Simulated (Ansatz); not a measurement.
Basis-set series for C₃H₆OSi (`C=C1OC[SiH2]1`). Total charge 0; spin multiplicity 1. Geometry: relaxed with PBE0-D4/def2-TZVP.

| functional | basis | functions | energy (Eh) | HOMO (eV) | LUMO (eV) |
| --- | --- | --- | --- | --- | --- |
| PBE0-D4 | def2-SVP | 104 | -482.00329 | -6.47 | 0.09 |
| PBE0-D4 | def2-QZVPP | 478 | -482.34522 | -6.62 | -0.36 |
| ωB97M-V | def2-SVP | 104 | -482.23369 | -8.68 | 2.05 |
| ωB97M-V | def2-QZVPP | 478 | -482.58351 | -8.83 | 1.06 |

Problem. Give the rows for def2-TZVPP. (Best estimate.)

Solution. The calculation gave: 
| functional | basis | functions | energy (Eh) | HOMO (eV) | LUMO (eV) |
| --- | --- | --- | --- | --- | --- |
| PBE0-D4 | def2-TZVPP | 250 | -482.32484 | -6.59 | -0.24 |
| ωB97M-V | def2-TZVPP | 250 | -482.56439 | -8.81 | 1.38 |

Positive LUMOs are unbound and depend on the basis.

Program: Ansatz 0.2.0.
